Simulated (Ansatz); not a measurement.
```yaml
crystal:
  periodic: [false, false, false]
  atoms:
    - {symbol: C, position_ang: [0.119140, -1.051467, 0.547858]}
    - {symbol: N, position_ang: [-0.358180, 0.174954, 0.327956]}
    - {symbol: Al, position_ang: [0.052033, 1.199442, -0.840543]}
    - {symbol: F, position_ang: [-0.596895, 2.558917, -0.938518]}
    - {symbol: F, position_ang: [1.096577, 0.814937, -1.860956]}
    - {symbol: H, position_ang: [-0.601888, -1.753768, 0.494361]}
    - {symbol: H, position_ang: [0.561817, -1.129521, 1.450032]}
    - {symbol: H, position_ang: [0.810098, -1.279770, -0.144376]}
    - {symbol: H, position_ang: [-1.001282, 0.423679, 0.948456]}
basis:
  gaussian: {orbitals: def2-SVPD}
hamiltonian: {xc: {name: HF}}
correlation: {method: mp2, frozen_orbitals: {C: 0}}
accuracy: high
scf: {lower_state_search: full}
output: {forces: true}
```

```sh
$ ansatz run in.yaml --threads 2 --pin off --events-out ev --progress --plain --max-ram 32768MiB --backend cpu
```

Q: How does Ansatz answer? (An estimate is asked.)

A: The calculation gave: The program refused the input.
```
Functional definition: HF
Error: "frozen_orbitals" has no count for N
```
